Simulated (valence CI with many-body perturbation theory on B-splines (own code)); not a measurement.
**Sb II: electric-dipole lines**

Level of theory: valence CI with perturbative core correlation (CI+MBPT): four valence electrons over a frozen Dirac-Fock core [Kr] 4d10, a basis of 11 s, 11 p, 9 d, 7 f, 5 g, 2 h, 1 i functions for each j, with the one-electron correlation potential Σ1 (screened to all orders), the two-electron term Σ2, the three-electron term Σ3, Breit, model QED; selected single and double excitations, second order for the rest, scaled by the run's own slope (own B-spline code, finite nucleus).

Set against measurement, 27 paired levels are off by 122 cm⁻¹ on average, the worst by 285. These come from a selection out of the NIST Handbook of Basic Atomic Spectroscopic Data. Levels without a partner in it may be off by more. Among the levels kept, up to 400 cm⁻¹ of a level comes from second order outside the variational space, and about a tenth of that is noise between levels of different J, which matters for small intervals.

Lines 51 to 100 of 285 in falling wavelength, among levels below 14.212 eV, chosen from the strongest by gf and those to the six lowest levels. Wavelengths and rates use the calculated energies, so an error of 100 cm⁻¹ moves a line at 6893 Å by 0.69 % and its rate by three times that or more. Electric multipoles are in the length gauge, E1 and E2 with the static RPA response of the core. Weak lines are less certain than strong ones. Lines between different terms over intervals too small for the method are left out, as are lines whose strength nearly cancels. Where a level lies close to another of its J and parity, the split of strength between their lines is uncertain. The highest levels of a list are the least certain.

Names give the largest LS component (configuration and term), which can be under half, so a name can repeat, a term be missing and a line seem to break the LS rules; names also repeat where a configuration has a term twice. Letters in brackets count levels of one name in rising energy.

| λ vac (Å) | λ from measured levels | Upper | Lower | A (s⁻¹) | S (a.u.) with core polarisation | S without |
| --- | --- | --- | --- | --- | --- | --- |
| 7008 |  | 5s²5p7s ³P°_2 | 5s²5p6p ³S_1 | 1.59e+07 | 1.35e+01 | 1.35e+01 |
| 6948 |  | 5s²5p7s ³P°_1 | 5s²5p6p ³P_0 | 1.02e+07 | 5.06e+00 | 5.03e+00 |
| 6893 | 6808 | 5s²5p6p ³D_1 | 5s²5p6s ³P°_0 | 1.41e+07 | 6.83e+00 | 6.90e+00 |
| 6833 |  | 5s²5p6p ³P_1 [b] | 5s²5p6s ¹P°_1 | 3.64e+07 | 1.72e+01 | 1.73e+01 |
| 6819 |  | 5s²5p7s ³P°_0 | 5s²5p6p ³P_1 [a] | 7.78e+07 | 1.22e+01 | 1.21e+01 |
| 6783 |  | 5s²5p7s ³P°_1 | 5s²5p6p ³D_2 | 5.70e+07 | 2.63e+01 | 2.62e+01 |
| 6755 |  | 5s²5p6p ³S_1 | 5s5p³ ³P°_2 | 1.73e+07 | 7.91e+00 | 7.89e+00 |
| 6723 |  | 5s²5p7s ³P°_1 | 5s²5p6p ³P_1 [a] | 9.81e+06 | 4.41e+00 | 4.40e+00 |
| 6685 | 6715 | 5s²5p6p ³D_3 | 5s²5p5d ³F°_2 | 6.20e+06 | 6.40e+00 | 6.47e+00 |
| 6605 |  | 5s5p³ ¹D°_2 | 5s²5p6p ³D_1 | 1.16e+07 | 8.24e+00 | 8.25e+00 |
| 6572 |  | 5s²5p6d ³P°_2 [a] | 5s²5p6p ³P_1 [b] | 6.77e+06 | 4.75e+00 | 4.75e+00 |
| 6568 |  | 5s²5p6p ³P_1 [b] | 5s²5p6s ³P°_2 | 9.55e+06 | 4.01e+00 | 4.04e+00 |
| 6432 |  | 5s²5p7s ³P°_2 | 5s²5p6p ³P_2 | 3.33e+07 | 2.19e+01 | 2.18e+01 |
| 6362 |  | 5s²5p7s ³P°_2 | 5s²5p6p ³D_3 | 4.80e+07 | 3.05e+01 | 3.03e+01 |
| 6231 |  | 5s²5p6p ³S_1 | 5s5p³ ³P°_1 | 1.81e+07 | 6.48e+00 | 6.49e+00 |
| 6193 | 6132 | 5s²5p6p ³D_3 | 5s²5p6s ³P°_2 | 5.85e+07 | 4.80e+01 | 4.86e+01 |
| 6128 |  | 5s²5p6p ³P_2 | 5s²5p6s ³P°_2 | 6.62e+07 | 3.76e+01 | 3.79e+01 |
| 6121 |  | 5s²5p6p ³P_1 [a] | 5s²5p6s ³P°_1 | 1.73e+07 | 5.87e+00 | 5.92e+00 |
| 6072 | 6007 | 5s²5p6p ³D_2 | 5s²5p6s ³P°_1 | 7.26e+07 | 4.01e+01 | 4.06e+01 |
| 5973 |  | 5s²5p6p ³P_1 [a] | 5s²5p6s ³P°_0 | 5.57e+07 | 1.76e+01 | 1.78e+01 |
| 5945 |  | 5s²5p6p ³P_0 | 5s²5p6s ³P°_1 | 7.64e+07 | 7.92e+00 | 8.01e+00 |
| 5914 | 5983 | 5s²5p6p ¹D_2 | 5s5p³ ³P°_1 | 1.31e+07 | 6.68e+00 | 6.78e+00 |
| 5845 |  | 5s²5p7s ³P°_1 | 5s²5p6p ³D_1 | 3.18e+07 | 9.39e+00 | 9.35e+00 |
| 5831 |  | 5s²5p7s ¹P°_1 | 5s²5p6p ³P_1 [b] | 5.75e+07 | 1.69e+01 | 1.68e+01 |
| 5828 |  | 4f5s²5p ³G_4 | 5s²5p5d ³D°_3 | 3.52e+07 | 3.10e+01 | 3.10e+01 |
| 5732 |  | 5s²5p6d ¹P°_1 [b] | 5s²5p6p ¹S_0 | 3.50e+07 | 9.75e+00 | 9.78e+00 |
| 5683 |  | 5s²5p6p ³S_1 | 5s²5p6s ³P°_2 | 4.77e+07 | 1.30e+01 | 1.32e+01 |
| 5597 | 5570 | 5s²5p6p ¹D_2 | 5s²5p6s ¹P°_1 | 5.89e+07 | 2.55e+01 | 2.58e+01 |
| 5418 | 5383 | 5s²5p6p ¹D_2 | 5s²5p6s ³P°_2 | 1.56e+07 | 6.11e+00 | 6.14e+00 |
| 5413 |  | 5s²5p6d ³F°_2 | 5s²5p6p ³D_2 | 1.04e+07 | 4.05e+00 | 4.07e+00 |
| 5406 |  | 5s²5p6d ³P°_2 [b] | 5s²5p6p ¹D_2 | 2.73e+07 | 1.06e+01 | 1.07e+01 |
| 5375 |  | 5s²5p6d ³F°_2 | 5s²5p6p ³P_1 [a] | 3.20e+07 | 1.23e+01 | 1.23e+01 |
| 5353 |  | 5s²5p6d ¹P°_1 [a] | 5s²5p6p ³P_0 | 4.38e+07 | 9.94e+00 | 9.99e+00 |
| 5246 |  | 5s²5p6d ¹F°_3 | 5s²5p6p ¹D_2 | 1.09e+08 | 5.45e+01 | 5.48e+01 |
| 5201 |  | 5s²5p6d ³F°_4 | 5s²5p6p ³D_3 | 1.45e+08 | 9.05e+01 | 9.10e+01 |
| 5179 |  | 5s²5p6d ³F°_3 | 5s²5p6p ³D_2 | 1.34e+08 | 6.43e+01 | 6.47e+01 |
| 5178 |  | 5s²5p6d ³P°_1 | 5s²5p6p ³S_1 | 8.22e+07 | 1.69e+01 | 1.70e+01 |
| 5171 |  | 5s²5p6d ³P°_0 | 5s²5p6p ³S_1 | 1.05e+08 | 7.20e+00 | 7.24e+00 |
| 5168 |  | 4f5s²5p ³F_3 | 5s²5p5d ³D°_2 | 7.68e+07 | 3.66e+01 | 3.67e+01 |
| 5165 |  | 5s²5p6d ³P°_2 [b] | 5s²5p6p ³S_1 | 5.21e+07 | 1.77e+01 | 1.78e+01 |
| 5081 |  | 5s²5p6d ³P°_2 [a] | 5s²5p6p ³D_2 | 1.69e+07 | 5.47e+00 | 5.50e+00 |
| 5063 |  | 5s²5p6d ³D°_3 | 5s²5p6p ³P_2 | 9.34e+07 | 4.19e+01 | 4.21e+01 |
| 5048 |  | 5s²5p6p ³P_1 [a] | 5s5p³ ³D°_2 | 1.87e+07 | 3.55e+00 | 3.51e+00 |
| 5048 |  | 5s²5p6d ³P°_2 [a] | 5s²5p6p ³P_1 [a] | 8.08e+07 | 2.56e+01 | 2.58e+01 |
| 5032 |  | 5s²5p6d ¹D°_2 | 5s²5p6p ³P_2 | 4.24e+07 | 1.33e+01 | 1.34e+01 |
| 5019 |  | 5s²5p6d ³D°_3 | 5s²5p6p ³D_3 | 4.36e+07 | 1.90e+01 | 1.91e+01 |
| 5005 |  | 4f5s²5p ¹F_3 | 5s²5p5d ³P°_2 | 1.24e+07 | 5.35e+00 | 5.35e+00 |
| 4981 |  | 4f5s²5p ³F_4 | 5s²5p5d ¹F°_3 | 4.86e+07 | 2.66e+01 | 2.67e+01 |
| 4904 |  | 4f5s²5p ³F_2 [a] | 5s²5p5d ³D°_1 | 1.09e+08 | 3.18e+01 | 3.19e+01 |
| 4862 |  | 4f5s²5p ³D_3 | 5s²5p5d ¹F°_3 | 1.41e+07 | 5.59e+00 | 5.59e+00 |
